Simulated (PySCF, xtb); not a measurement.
H₆O₄SiTi, SMILES [Ti]1([O][SiH3]->1)([OH])([OH])[OH], multiplicity 1.

xtb with GFN2-xTB at its own geometry gives an orbital gap of 4.25 eV and a dipole moment of 2.38 D.

Coordinates come from a B3LYP-D3(BJ)/def2-SVP optimisation. The multiplicity is an assumed one; other spin states were not compared. The values are those of a single conformer.

### Question
What does PBE/def2-TZVP (PySCF) give? (An estimate is asked for; the answer gives what the named calculation found.)

### Answer
gap 4.73 eV (levels -7.00 and -2.26 eV), dipole 2.25 D.
